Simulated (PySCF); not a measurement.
Electronic absorption of C2H12BGeNSi

Compound: C₂H₁₂BGeNSi.
Z-matrix (Å and degrees, PBE0-D3(BJ)/def2-SVP geometry), rows numbered from 1:
```
C 
B   1  1.5649
C   2  1.5661  1  120.55
Si  2  2.0352  1  119.77  3   176.94
N   4  1.7484  2  111.41  1   143.84
Ge  5  1.8329  4  126.15  2   -37.11
H   1  1.1015  2  115.10  3   -17.93
H   1  1.1010  2  115.13  3  -147.64
H   1  1.1105  2  103.65  3    98.18
H   3  1.0995  2  116.62  1  -160.69
H   3  1.1023  2  113.90  1   -30.75
H   3  1.1107  2  103.27  1    83.14
H   4  1.5064  2  107.79  1   -97.92
H   4  1.5073  2  111.87  1    16.75
H   5  1.0156  4  117.12  2   158.75
H   6  1.5431  5  110.71  4  -121.60
H   6  1.5442  5  111.57  4   117.18
H   6  1.5410  5  106.48  4    -2.10
```

Method used: TDDFT PBE0/def2-SVPD, vertical, gas phase, core orbitals frozen in the response in PySCF 2.14.0, density-fitted response routines. Relativistic effects, spin–orbit coupling among them, are left out although an element past zinc is present.

Q: What does the calculation give for the low-lying excited states?

A: 

```csv
state,E (eV),λ (nm),ν̃ (cm⁻¹),f,|μ| (D),"main configurations (H = HOMO, L = LUMO)"
S1,4.30,288.4,34680,0.0032,0.44,"H→L (87%), H-1→L (12%)"
S2,4.84,256.2,39030,0.010,0.74,"H-1→L (86%), H→L (12%)"
S3,5.90,210.0,47610,0.0038,0.41,"H→L+2 (85%), H→L+1 (11%)"
S4,5.96,208.1,48040,0.0014,0.24,"H-2→L (82%), H-3→L (14%)"
S5,6.16,201.3,49670,0.022,0.97,"H→L+1 (86%), H→L+2 (11%)"
S6,6.72,184.6,54180,0.014,0.74,"H-1→L+1 (45%), H-1→L+2 (32%), H→L+3 (10%)"
S7,6.74,184.1,54330,0.014,0.74,"H-1→L+2 (48%), H→L+3 (33%)"
S8,6.78,182.9,54670,0.0064,0.50,"H-3→L (63%), H-2→L (12%), H-1→L+1 (10%)"
S9,6.91,179.4,55750,0.0092,0.59,"H→L+4 (58%), H→L+3 (14%), H-1→L+1 (11%)"
S10,6.94,178.5,56010,0.0094,0.60,"H→L+3 (30%), H→L+4 (25%), H-1→L+1 (24%)"
```

Triplets (Tamm–Dancoff): T1 3.56 eV, H→L (49%), H-1→L (48%); T2 4.50 eV, H→L (48%), H-1→L (48%); T3 5.45 eV, H-2→L (78%), H-3→L (15%); T4 5.59 eV, H→L+2 (89%).

The lowest singlet lies at 4.30 eV (288 nm, ultraviolet) and is very weak; its leading configuration is HOMO→LUMO (87%). The strongest level in the table is S5 at 6.16 eV (201 nm, f = 0.022). Löwdin shares by element: HOMO nitrogen 45%, silicon 15%, hydrogen 10% or more, germanium 7% (atoms not listed hold the other 23%); LUMO boron 39%, carbon 20%, silicon 14% (atoms not listed hold the other 26%). Of the 10 states listed, 4 reach f = 0.01 and none stays under 0.0005. Weighted by f, the mean energy of these states is 6.30 eV. The listed states span 2.65 eV, and the widest gap between neighbours is 1.06 eV (S2 to S3). The vertical ionisation energy (ΔSCF) is 8.64 eV, 1.70 eV above S10. Only the lowest 10 singlets were computed, as vertical energies without vibronic structure.

One conformer stands for the species.
